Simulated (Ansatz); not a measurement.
Two structures, one formula

Two relaxed structures of BSiHOF (charge -1), closed shell (PBE0-D4/def2-TZVPD; forces vanish, vibrations not checked).

A:

```xyz
5
angstrom
B -0.6135 1.1822 0.1257
Si 0.1202 -0.6029 -0.0030
O -0.5103 -1.9543 -0.3892
F 1.4464 -0.6856 0.9491
H -0.4428 2.0606 -0.6826
```

B:

```xyz
5
angstrom
B -0.7943 1.0853 0.1923
Si 0.1818 -0.7170 0.0394
O -0.4416 -2.0126 -0.5640
F -1.2396 1.6088 1.3693
H -0.4354 1.9692 -0.5869
```

Program: Ansatz 0.2.0. Basis: def2-TZVPPD. Cores are frozen in the correlated methods. B3LYP uses VWN-RPA correlation.

Problem. Which structure is lower at CCSD(T), and by how much? (To be estimated.)

Solution. The calculation gives: B, by 40.6 kJ/mol (electronic energy, against the other). By their contacts, A is BSiHOF ([BH][Si]([O])[F]), total charge -1 and B is BSiHOF ([O][Si][BH][F]), total charge -1.

All methods give the same order:

```json
{"method": "PBE-D4", "E(B) − E(A) (kJ/mol)": "-51.7"}
{"method": "r2SCAN-D4", "E(B) − E(A) (kJ/mol)": "-38.5"}
{"method": "PBE0-D4", "E(B) − E(A) (kJ/mol)": "-45.8"}
{"method": "B3LYP-D4", "E(B) − E(A) (kJ/mol)": "-45.2"}
{"method": "wB97M-V", "E(B) − E(A) (kJ/mol)": "-42.7"}
{"method": "HF", "E(B) − E(A) (kJ/mol)": "-34.4"}
{"method": "MP2", "E(B) − E(A) (kJ/mol)": "-38.1"}
{"method": "CCSD", "E(B) − E(A) (kJ/mol)": "-38.0"}
{"method": "CCSD(T)", "E(B) − E(A) (kJ/mol)": "-40.6"}
```

T1 diagnostic: at most 0.025. The restricted Hartree–Fock reference is unstable towards an unrestricted one at one or more of these structures.

Labels in which every atom is bracketed show which atoms are joined, not bond orders.

For scale, one of the runs: CCSD(T)/def2-TZVPPD, 182 basis functions, launched by `ansatz run in.yaml --threads 2 --pin off --events-out ev --progress --plain --max-ram 4352MiB`. Time: 50 s of wall clock on 2 CPU threads of an Arm Neoverse V1; the host was shared. Peak host memory: 1.8 GiB.
